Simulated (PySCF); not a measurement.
## Antimony: a sound run and one with changed settings

Sound run: Sb [Kr] 4d10 5s2 5p3, Sb⁺ [Kr] 4d10 5s2 5p2. All numbers are calculated (PySCF 2.14, scalar relativity by spin-free X2C-1e, in x2c-SVPall). In the sound run the correlated levels freeze [Kr] 4d10. The sound run starts from symmetry-adapted Hartree-Fock orbitals and uses a fine grid where one is needed.

Changed run: a valence shell is frozen. This setting is unsound on purpose.

```json
{"species": "Sb", "method": "MP2", "sound run (hartree)": "-6477.30044", "changed run (hartree)": "-6477.26638", "converged": "yes"}
{"species": "Sb", "method": "CCSD(T)", "sound run (hartree)": "-6477.31359", "changed run (hartree)": "-6477.27031", "converged": "yes"}
{"species": "Sb⁺", "method": "MP2", "sound run (hartree)": "-6476.97489", "changed run (hartree)": "-6476.94433", "converged": "yes"}
{"species": "Sb⁺", "method": "CCSD(T)", "sound run (hartree)": "-6476.98916", "changed run (hartree)": "-6476.94594", "converged": "yes"}
```

Ionisation energy of Sb:

```
 method  sound run (eV)  changed run (eV)
    UHF           8.574             8.574
    MP2           8.859             8.763
SCS-MP2           8.761             8.637
   CCSD           8.825             8.827
CCSD(T)           8.828             8.827
```

Freezing a valence shell removes pair correlation that changes on ionisation.

For comparison, NIST gives 8.608 eV between the lowest levels.
